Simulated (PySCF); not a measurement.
# Dipole response of W (tungsten, neutral)

[Xe] 4f14 5d6, high-spin 5D determinant (an excited configuration). Calculation: PySCF 2.14, in aug-cc-pVQZ-PP with ECP60MDF; a scalar-relativistic core potential. Coupled (time-dependent) response in atomic units; α is the mean over directions.

```json
{"method": "PBE", "mean α (bohr³)": "229.4", "α xx, yy, zz": "315.6, 315.6, 57.17", "C₆ (like pair)": "1249", "S(−4)": "1547000"}
```

S(−4) is the Cauchy moment in α(ω) = α(0) + S(−4) ω² + …

Spin-orbit coupling is absent.

α(iu) at PBE:

| u (hartree) | α(iu) (bohr³) |
| --- | --- |
| 0 | 229.4 |
| 0.0500 | 71.53 |
| 0.100 | 50.28 |
| 0.200 | 31.56 |
| 0.300 | 22.57 |
| 0.500 | 13.68 |
| 0.750 | 8.708 |
| 1.00 | 6.153 |
| 1.50 | 3.622 |
| 2.00 | 2.405 |
| 3.00 | 1.278 |
| 5.00 | 0.5284 |

The components differ because the open shell of this determinant is not spherical; for a pure term their mean is the scalar polarisability.

Energies and moments cover only the electrons outside the core potential. Spin-orbit coupling, absent here, splits the open shell strongly.
